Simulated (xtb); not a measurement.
C2H8N, charge +1, singlet, at a GFN2-xTB geometry. Base run: xtb 6.7.1 with GFN2-xTB.

Input for xtb:
```
$ xtb mol.xyz --gfn 2 --chrg 1 --json

# file mol.xyz
11

C      1.13626145     0.51800927    -0.17136574
N      0.11223500    -0.53475827    -0.00839106
C     -1.24753940     0.01218899     0.17968525
H      2.12079925     0.07512594    -0.30685866
H      0.90342083     1.13036038    -1.04048709
H      1.15583745     1.15586555     0.71028992
H      0.35547925    -1.11851683     0.80222890
H      0.11904322    -1.14240726    -0.83770577
H     -1.97014570    -0.79293439     0.29559530
H     -1.27499751     0.64006506     1.06826740
H     -1.52741413     0.61455989    -0.68250961
```

Variants of this job, named by their change:

```csv
change,ΔE vs base (mEh),HOMO-LUMO gap (eV),G_solv (kcal/mol),SCF cycles
base,0.000,11.18,-,8
acc = 0.0001,0.000,11.18,-,14
alpb = dmf,-95.582,11.28,-60.55,9
alpb = toluene,-80.543,11.27,-50.68,8
```

ALPB and GBSA are two models with their own fitted parameters for each solvent, which aren't always the measured dielectric constant.
